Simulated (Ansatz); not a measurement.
C$_{2}$H$_{7}$AlSe, SMILES `[CH3][Al]([CH3])[SeH]`, 11 atoms. Charge 0, multiplicity 1. Correlated methods include outer-core shells of Se, which these sets cover unevenly. Scalar relativity is left out up to krypton. All runs use 4 threads of a server CPU on a shared host. Correlated methods freeze the cores.

Task: Give the basis size and wall time and peak host memory of each of these runs in Ansatz. RKS PBE0-D4/def2-QZVPP energy; RKS ωB97M-V/def2-SVP energy; direct RPA on PBE orbitals/def2-TZVPP energy; RKS ωB97M-V/def2-TZVPP energy and forces; RHF-CCSD(T)/def2-TZVPP energy; RKS ωB97M-V/def2-QZVPP energy; RHF-CCSD(T)/def2-SVP energy; RKS r2SCANh-D4/def2-TZVPP energy; RKS B3LYP-D4/def2-TZVPP energy and forces; RKS PBE0-D4/def2-SVP energy; RKS B2PLYP (frozen core)/def2-TZVPP energy; RKS PBE0-D4/def2-TZVP relaxation (37 steps). (Estimate.)

Result: Computed: Other jobs shared the machine, so times are rough.

```tsv
level	job	functions	wall time	peak host memory (GiB)
RKS PBE0-D4/def2-SVP	energy	113	1.4 s	0.24
RKS B3LYP-D4/def2-TZVPP	energy and forces	250	5.5 s	0.74
RKS B2PLYP (frozen core)/def2-TZVPP	energy	250	6 s	0.65
RKS ωB97M-V/def2-SVP	energy	113	6.5 s	0.37
RKS r2SCANh-D4/def2-TZVPP	energy	250	6.5 s	0.7
direct RPA on PBE orbitals/def2-TZVPP	energy	250	6.5 s	0.63
RHF-CCSD(T)/def2-SVP	energy	113	7 s	0.54
RKS PBE0-D4/def2-QZVPP	energy	483	11 s	1.9
RKS ωB97M-V/def2-TZVPP	energy and forces	250	13 s	0.95
RKS ωB97M-V/def2-QZVPP	energy	483	23 s	2.2
RKS PBE0-D4/def2-TZVP	relaxation (37 steps)	189	2.2 min	0.53
RHF-CCSD(T)/def2-TZVPP	energy	250	3.2 min	5.2
```

B3LYP here is the variant with VWN-RPA as its local correlation; programs differ in this.
